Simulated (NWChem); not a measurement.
HTeOCl; SMILES Cl[Te]O

```xyz
4

Te     0.3296     0.4151     0.0037
Cl    -0.1984    -1.8988     0.0063
O     -1.4913     1.1859     0.0674
H     -1.8335     1.2060    -0.8370
```
Atoms are numbered in this order, from 1.

Coordinates come from a PBE0/def2-SVP optimisation. def2 effective core potentials on Te; no spin-orbit coupling.

List the 4 lowest vertical singlet excitations from B3LYP/def2-SVPD with def2 effective core potentials on Te, full TDDFT (NWChem).


```tsv
state	energy (eV)	oscillator strength	leading excitation (squared amplitude)
S1	2.45	0.001	HOMO → LUMO (1.00)
S2	3.00	0.001	HOMO → LUMO+1 (0.99)
S3	5.05	0.005	HOMO−1 → LUMO (0.99)
S4	5.33	0.001	HOMO−2 → LUMO (0.54)
```
